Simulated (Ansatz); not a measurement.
Geometry optimisation, RKS revPBE/def2-SVP (Ansatz 0.2.0).

Input:

```yaml
crystal:
  periodic: [false, false, false]
  atoms:
    - { symbol: "N", position_ang: [0.9135, -2.5911, 0.694] }
    - { symbol: B, position_ang: [0.4207, -1.0977, 0.8186] }
    - { symbol: Si, position_ang: [0.2684, 0.0701, -0.7493] }
    - { symbol: Br, position_ang: [-1.1039, -0.7842, -2.2063] }
    - { symbol: C, position_ang: [-0.2558, 1.7643, -0.2277] }
    - { symbol: O, position_ang: [-1.5211, 1.6983, 0.3826] }
    - { symbol: H, position_ang: [0.90303, -2.92207, 1.67296] }
    - { symbol: H, position_ang: [1.91075, -2.50901, 0.37192] }
    - { symbol: H, position_ang: [0.1579, -0.6466, 1.9276] }
    - { symbol: H, position_ang: [1.6243, 0.1664, -1.3502] }
    - { symbol: H, position_ang: [-0.3129, 2.4255, -1.0869] }
    - { symbol: H, position_ang: [0.4975, 2.1905, 0.5314] }
    - { symbol: H, position_ang: [-1.8158, 2.6347, 0.6276] }
basis:
  gaussian: { orbitals: def2-SVP }
hamiltonian:
  xc: revpbe
relax:
  f_tol: 0.015
  max_steps: 40
```

Run as:

```bash
$ ansatz run input.yaml --threads 2 --pin off --max-ram 3072MiB --backend cpu --events-out ev --progress --plain --runs-dir out
```

Task: Where does it end, and by what steps?

Result: It converged. After 19 steps the energy has fallen by 1.347 eV; H9 moved furthest, 1.35 Å.

```json
{"step": "0", "energy less start (eV)": "0.0000", "largest force component (eV/Å)": "3.643", "accepted": "yes"}
{"step": "1", "energy less start (eV)": "-0.7169", "largest force component (eV/Å)": "2.474", "accepted": "yes"}
{"step": "2", "energy less start (eV)": "-1.0113", "largest force component (eV/Å)": "3.276", "accepted": "yes"}
{"step": "3", "energy less start (eV)": "-1.2124", "largest force component (eV/Å)": "0.794", "accepted": "yes"}
{"step": "4", "energy less start (eV)": "-1.1419", "largest force component (eV/Å)": "0.817", "accepted": "no"}
{"step": "5", "energy less start (eV)": "-1.3186", "largest force component (eV/Å)": "0.259", "accepted": "yes"}
{"step": "6", "energy less start (eV)": "-1.3282", "largest force component (eV/Å)": "0.174", "accepted": "yes"}
{"step": "7", "energy less start (eV)": "-1.3317", "largest force component (eV/Å)": "0.144", "accepted": "yes"}
{"step": "8", "energy less start (eV)": "-1.3336", "largest force component (eV/Å)": "0.068", "accepted": "yes"}
{"step": "9", "energy less start (eV)": "-1.3351", "largest force component (eV/Å)": "0.071", "accepted": "yes"}
{"step": "10", "energy less start (eV)": "-1.3371", "largest force component (eV/Å)": "0.210", "accepted": "yes"}
{"step": "11", "energy less start (eV)": "-1.3389", "largest force component (eV/Å)": "0.167", "accepted": "yes"}
{"step": "12", "energy less start (eV)": "-1.3415", "largest force component (eV/Å)": "0.129", "accepted": "yes"}
{"step": "13", "energy less start (eV)": "-1.3433", "largest force component (eV/Å)": "0.111", "accepted": "yes"}
{"step": "14", "energy less start (eV)": "-1.3449", "largest force component (eV/Å)": "0.112", "accepted": "yes"}
{"step": "15", "energy less start (eV)": "-1.3459", "largest force component (eV/Å)": "0.107", "accepted": "yes"}
{"step": "16", "energy less start (eV)": "-1.3468", "largest force component (eV/Å)": "0.047", "accepted": "yes"}
{"step": "17", "energy less start (eV)": "-1.3470", "largest force component (eV/Å)": "0.043", "accepted": "yes"}
{"step": "18", "energy less start (eV)": "-1.3472", "largest force component (eV/Å)": "0.021", "accepted": "yes"}
{"step": "19", "energy less start (eV)": "-1.3473", "largest force component (eV/Å)": "0.009", "accepted": "yes"}
```

```xyz
13
Properties=species:S:1:pos:R:3
N 1.267 -2.152 1.053
B 0.159 -1.337 0.786
Si 0.182 -0.010 -0.751
Br -1.371 -0.703 -2.272
C -0.192 1.802 -0.237
O -1.330 1.833 0.620
H 1.278 -2.847 1.803
H 2.138 -2.135 0.518
H -0.829 -1.460 1.487
H 1.496 0.043 -1.503
H -0.321 2.412 -1.166
H 0.740 2.185 0.261
H -1.530 2.768 0.809
```

Whether the end is a true minimum wasn't checked by a vibrational analysis.

Run time: 61 s on 2 threads of Intel(R) Xeon(R) Platinum 8488C (Sapphire Rapids) (shared host), peak memory 0.25 GiB.
